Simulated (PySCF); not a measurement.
# Potential energy of TeN⁺ along the bond

Set-up: Te def2-SVP with ECP28, N def2-SVP; scalar-relativistic core potentials (PySCF 2.14). Energies in eV from Te⁺ + N in their ground configurations at the same level. State: ¹Σ⁺ (singlet), closed shell.

All columns are r²SCAN. A positive dipole points towards N; it is taken about the centre of mass and depends on that origin.

| R (Å) | E (eV) | μ (D) | Mulliken charge on Te (basis-dependent) | HOMO (eV) | LUMO (eV) | Mayer bond order | ⟨S²⟩ |
| --- | --- | --- | --- | --- | --- | --- | --- |
| 1.568 | -0.851 | -2.54 | 1.10 | -15.29 | -11.16 | 2.97 | 0.00 |
| 1.641 | -1.896 | -2.45 | 1.08 | -15.45 | -11.38 | 2.96 | 0.00 |
| 1.714 | -2.436 | -2.33 | 1.07 | -15.57 | -11.60 | 2.95 | 0.00 |
| 1.768 | -2.599 | -2.23 | 1.06 | -15.65 | -11.75 | 2.94 | 0.00 |
| 1.823 | -2.615 | -2.06 | 1.05 | -15.55 | -11.95 | 2.79 | 0.16 |
| 1.878 | -2.563 | -1.83 | 1.04 | -15.44 | -11.97 | 2.48 | 0.47 |
| 1.951 | -2.432 | -1.57 | 1.02 | -15.27 | -11.96 | 2.15 | 0.81 |
| 2.042 | -2.209 | -1.28 | 1.01 | -15.11 | -11.92 | 1.84 | 1.14 |
| 2.151 | -1.906 | -0.97 | 0.99 | -14.97 | -11.87 | 1.54 | 1.45 |
| 2.297 | -1.506 | -0.61 | 0.96 | -14.80 | -11.77 | 1.23 | 1.78 |

⟨S²⟩ of the unrestricted solution departs from its pure value on part of the curve, where spin states mix. Spin–orbit coupling is left out, which matters for elements this heavy, above all for dissociation energies. For an ion De counts to the pair picked by the measured ionisation energies or electron affinities, which need not be the lowest pair at this level.
